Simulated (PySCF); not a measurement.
PySCF job for Si(CCH)2(H)(Me) (C5H6Si), SMILES C#C[SiH](C)C#C, TDDFT-PBE/def2-SVPD. Geometry optimised at B3LYP-D3(BJ)/def2-SVP.

```python
import numpy as np
from pyscf import gto, scf, dft, tdscf

mol = gto.M(
    atom='''
    Si    0.47190908    0.38554292    0.00000000
    C    -0.45125951    2.01823179   -0.00000001
    C     0.03035990   -0.58914887   -1.49598740
    C    -0.26851985   -1.21349323   -2.49721529
    C     0.03035990   -0.58914886    1.49598741
    C    -0.26851985   -1.21349323    2.49721529
    H     1.94389234    0.60625789   -0.00000000
    H    -0.19195071    2.60611097   -0.89453815
    H    -1.53822846    1.84408794    0.00000000
    H    -0.19195071    2.60611097    0.89453816
    H    -0.53150658   -1.76892712   -3.37905273
    H    -0.53150658   -1.76892712    3.37905274
    ''',
    basis='def2-SVPD',
    charge=0,
    spin=0,
    symmetry=True,
    max_memory=1600,
    verbose=4,
)
mf = dft.RKS(mol, xc='pbe').density_fit(auxbasis='def2-universal-jkfit')
mf.grids.level = 3
mf.conv_tol = 1e-9
mf.max_cycle = 100
mf.kernel()
mf.grids = dft.Grids(mol).set(level=1).build(with_non0tab=True)  # coarser grid for the response kernel
td = tdscf.TDDFT(mf)
td.singlet = True
td.nstates = 10
td.conv_tol = 1e-4
td.positive_eig_threshold = 1e-6
td.kernel(x0=td.get_init_guess(mf, 15))
td.analyze()
tt = tdscf.TDA(mf)
tt.singlet = False
tt.nstates = 4
tt.conv_tol = 1e-4
tt.positive_eig_threshold = 1e-6
tt.kernel(x0=tt.get_init_guess(mf, 9))
tt.analyze(verbose=3)
```

Program output:

```
PySCF version 2.14.0

[INPUT] verbose = 4
[INPUT] num. atoms = 12
[INPUT] num. electrons = 50
[INPUT] charge = 0
[INPUT] spin (= nelec alpha-beta = 2S) = 0
[INPUT] symmetry True subgroup None
[INPUT] Mole.unit = angstrom
[INPUT] Symbol           X                Y                Z      unit          X                Y                Z       unit  Magmom
[INPUT]  1 Si     0.471909080000   0.385542920000   0.000000000000 AA    0.891778916895   0.728570528065   0.000000000000 Bohr   0.0
[INPUT]  2 C     -0.451259510000   2.018231790000  -0.000000010000 AA   -0.852756885005   3.813905338991  -0.000000018897 Bohr   0.0
[INPUT]  3 C      0.030359900000  -0.589148870000  -1.495987400000 AA    0.057371896169  -1.113330010897  -2.827006471800 Bohr   0.0
[INPUT]  4 C     -0.268519850000  -1.213493230000  -2.497215290000 AA   -0.507428975509  -2.293169858714  -4.719052972176 Bohr   0.0
[INPUT]  5 C      0.030359900000  -0.589148860000   1.495987410000 AA    0.057371896169  -1.113329992000   2.827006490697 Bohr   0.0
[INPUT]  6 C     -0.268519850000  -1.213493230000   2.497215290000 AA   -0.507428975509  -2.293169858714   4.719052972176 Bohr   0.0
[INPUT]  7 H      1.943892340000   0.606257890000   0.000000000000 AA    3.673424138240   1.145661372957   0.000000000000 Bohr   0.0
[INPUT]  8 H     -0.191950710000   2.606110970000  -0.894538150000 AA   -0.362734271316   4.924835983525  -1.690432111475 Bohr   0.0
[INPUT]  9 H     -1.538228460000   1.844087940000   0.000000000000 AA   -2.906830506411   3.484821156213   0.000000000000 Bohr   0.0
[INPUT] 10 H     -0.191950710000   2.606110970000   0.894538160000 AA   -0.362734271316   4.924835983525   1.690432130372 Bohr   0.0
[INPUT] 11 H     -0.531506580000  -1.768927120000  -3.379052730000 AA   -1.004401869604  -3.342787791116  -6.385484220164 Bohr   0.0
[INPUT] 12 H     -0.531506580000  -1.768927120000   3.379052740000 AA   -1.004401869604  -3.342787791116   6.385484239061 Bohr   0.0

nuclear repulsion = 229.483767361602
point group symmetry = Cs
symmetry origin: [-1.51178089e-09  3.77945213e-10  7.55890301e-10]
symmetry axis x: [ 1.00000000e+00  1.77574152e-10 -1.89813428e-10]
symmetry axis y: [-1.77574151e-10  1.00000000e+00  1.07668501e-09]
symmetry axis z: [ 1.89813428e-10 -1.07668500e-09  1.00000000e+00]
num. orbitals of irrep A' = 99
num. orbitals of irrep A" = 73
number of shells = 74
number of NR pGTOs = 252
number of NR cGTOs = 172
basis = def2-SVPD
ecp = {}


[settings echo left out]
init E= -483.147777377258
HOMO (A') = -0.331072110045592  LUMO (A') = -0.106134766567047  gap/eV = 6.12086
cycle= 1 E= -482.767345544674  delta_E= 0.38  |g|= 0.642  |ddm|=   10
HOMO (A") = -0.173787253592366  LUMO (A') = -0.000826510987733897  gap/eV = 4.70650
cycle= 2 E= -482.595028110546  delta_E= 0.172  |g|= 0.987  |ddm|=  2.9
HOMO (A') = -0.250450532939091  LUMO (A') = -0.0489085751332814  gap/eV = 5.48424
cycle= 3 E= -482.825849925194  delta_E= -0.231  |g|= 0.456  |ddm|=  1.6
HOMO (A') = -0.253094206588314  LUMO (A') = -0.0500993823102904  gap/eV = 5.52377
cycle= 4 E= -482.882028791356  delta_E= -0.0562  |g|= 0.0493  |ddm|= 0.53
HOMO (A') = -0.252931154600982  LUMO (A') = -0.049392506212035  gap/eV = 5.53857
cycle= 5 E= -482.882612545059  delta_E= -0.000584  |g|= 0.0222  |ddm|= 0.112
HOMO (A') = -0.251983137406737  LUMO (A') = -0.0487131087376715  gap/eV = 5.53126
cycle= 6 E= -482.882757426789  delta_E= -0.000145  |g|= 0.00473  |ddm|= 0.0395
HOMO (A') = -0.252042048485603  LUMO (A') = -0.048850582137741  gap/eV = 5.52912
cycle= 7 E= -482.882764684674  delta_E= -7.26e-06  |g|= 0.0012  |ddm|= 0.0111
HOMO (A') = -0.25201922711272  LUMO (A') = -0.0488298940193705  gap/eV = 5.52906
cycle= 8 E= -482.882765160604  delta_E= -4.76e-07  |g|= 0.000165  |ddm|= 0.00242
HOMO (A') = -0.25203178270697  LUMO (A') = -0.0488383556059246  gap/eV = 5.52917
cycle= 9 E= -482.882765169671  delta_E= -9.07e-09  |g|= 2.85e-05  |ddm|= 0.000464
HOMO (A') = -0.252029736003664  LUMO (A') = -0.048836662429828  gap/eV = 5.52917
cycle= 10 E= -482.882765169974  delta_E= -3.03e-10  |g|= 6.4e-06  |ddm|= 7.96e-05
HOMO (A') = -0.252030448696496  LUMO (A') = -0.0488375917521009  gap/eV = 5.52916
Extra cycle  E= -482.882765169971  delta_E= 2.96e-12  |g|= 6.34e-06  |ddm|= 2.75e-05
converged SCF energy = -482.882765169971
tot grids = 47144
Overwritten attributes  positive_eig_threshold  of <class 'pyscf.tdscf.rks.CasidaTDDFT'>


******** <class 'pyscf.tdscf.rks.CasidaTDDFT'> for <class 'pyscf.df.df_jk.DFSymAdaptedRKS'> ********
nstates = 10 singlet
deg_eia_thresh = 1.000e-03
wfnsym = None
conv_tol = 0.0001
eigh lindep = 1e-12
eigh level_shift = 0
eigh max_cycle = 100


Excitation energies (eV)
[5.61653446 5.69922955 5.83002091 5.83238783 5.87798734 6.01218135
 6.12918542 6.19228504 6.3813005  6.449677  ]

** Singlet excitation energies and oscillator strengths **
Excited State   1:   A'      5.61653 eV    220.75 nm  f=0.0056
      22 -> 26        0.11694
      25 -> 26        0.61348
      25 -> 27       -0.32315
Excited State   2:   A"      5.69923 eV    217.55 nm  f=0.0009
      23 -> 26        0.21024
      24 -> 26        0.52092
      24 -> 27        0.42681
Excited State   3:   A"      5.83002 eV    212.67 nm  f=0.0023
      23 -> 26        0.50167
      23 -> 27        0.12148
      24 -> 26        0.16373
      24 -> 27       -0.44944
Excited State   4:   A'      5.83239 eV    212.58 nm  f=0.0217
      22 -> 26        0.25241
      22 -> 27       -0.16511
      25 -> 26        0.26165
      25 -> 27        0.56733
Excited State   5:   A"      5.87799 eV    210.93 nm  f=0.0055
      23 -> 26        0.36758
      23 -> 27       -0.50317
      24 -> 26       -0.27604
      24 -> 27        0.17120
Excited State   6:   A'      6.01218 eV    206.22 nm  f=0.0088
      22 -> 26       -0.49893
      22 -> 27       -0.47011
      25 -> 26        0.13490
Excited State   7:   A"      6.12919 eV    202.28 nm  f=0.0265
      22 -> 28       -0.16027
      23 -> 26       -0.17496
      23 -> 27       -0.36398
      24 -> 26        0.23117
      24 -> 27       -0.19421
      25 -> 28       -0.40092
      25 -> 29       -0.22934
Excited State   8:   A'      6.19229 eV    200.22 nm  f=0.0095
      22 -> 26        0.32065
      22 -> 27       -0.41708
      23 -> 28       -0.16503
      23 -> 29       -0.11969
      24 -> 28       -0.36875
      24 -> 29        0.12351
      25 -> 27       -0.14121
Excited State   9:   A"      6.38130 eV    194.29 nm  f=0.0135
      22 -> 28       -0.18926
      23 -> 27       -0.14218
      25 -> 28        0.53111
      25 -> 29       -0.38003
Excited State  10:   A'      6.44968 eV    192.23 nm  f=0.0021
      22 -> 27       -0.11577
      23 -> 28       -0.39517
      24 -> 28        0.48919
      24 -> 29        0.28882

** Transition electric dipole moments (AU) **
state          X           Y           Z        Dip. S.      Osc.
  1         0.0701     -0.1898      0.0000      0.0409      0.0056
  2         0.0000      0.0000      0.0824      0.0068      0.0009
  3         0.0000     -0.0000      0.1278      0.0163      0.0023
  4        -0.1054     -0.3749      0.0000      0.1517      0.0217
  5         0.0000      0.0000     -0.1960      0.0384      0.0055
  6         0.0518     -0.2392     -0.0000      0.0599      0.0088
  7        -0.0000      0.0000      0.4205      0.1768      0.0265
  8         0.0506      0.2446     -0.0000      0.0624      0.0095
  9        -0.0000      0.0000      0.2941      0.0865      0.0135
 10         0.0345      0.1093      0.0000      0.0131      0.0021

** Transition velocity dipole moments (imaginary part, AU) **
state          X           Y           Z        Dip. S.      Osc.
  1         0.0158     -0.0396     -0.0000      0.0018      0.0059
  2        -0.0000     -0.0000      0.0164      0.0003      0.0009
  3        -0.0000     -0.0000      0.0271      0.0007      0.0023
  4        -0.0223     -0.0821      0.0000      0.0072      0.0225
  5        -0.0000      0.0000     -0.0413      0.0017      0.0053
  6         0.0131     -0.0544     -0.0000      0.0031      0.0095
  7        -0.0000     -0.0000      0.0933      0.0087      0.0258
  8         0.0114      0.0567      0.0000      0.0033      0.0098
  9         0.0000      0.0000      0.0669      0.0045      0.0127
 10         0.0074      0.0262     -0.0000      0.0007      0.0021

** Transition magnetic dipole moments (imaginary part, AU) **
state          X           Y           Z
  1        -0.0000     -0.0000      0.3661
  2         0.0137      0.2936     -0.0000
  3        -0.0613     -0.0678      0.0000
  4         0.0000     -0.0000      0.0022
  5         0.0312     -0.1214      0.0000
  6        -0.0000     -0.0000      0.0063
  7         0.2509     -0.3363      0.0000
  8         0.0000      0.0000     -0.0109
  9         0.2253      0.2865      0.0000
 10         0.0000     -0.0000     -0.1538
Overwritten attributes  positive_eig_threshold  of <class 'pyscf.tdscf.rks.TDA'>


******** <class 'pyscf.tdscf.rks.TDA'> for <class 'pyscf.df.df_jk.DFSymAdaptedRKS'> ********
nstates = 4 triplet
deg_eia_thresh = 1.000e-03
wfnsym = None
conv_tol = 0.0001
eigh lindep = 1e-12
eigh level_shift = 0
eigh max_cycle = 100


Excitation energies (eV)
[4.8418691  4.8687365  5.21280959 5.22552652]

** Triplet excitation energies and oscillator strengths **
Excited State   1:   A"      4.84187 eV    256.07 nm  f=0.0000
Excited State   2:   A'      4.86874 eV    254.65 nm  f=0.0000
Excited State   3:   A'      5.21281 eV    237.85 nm  f=0.0000
Excited State   4:   A"      5.22553 eV    237.27 nm  f=0.0000
```

The calculation finished and met its thresholds.
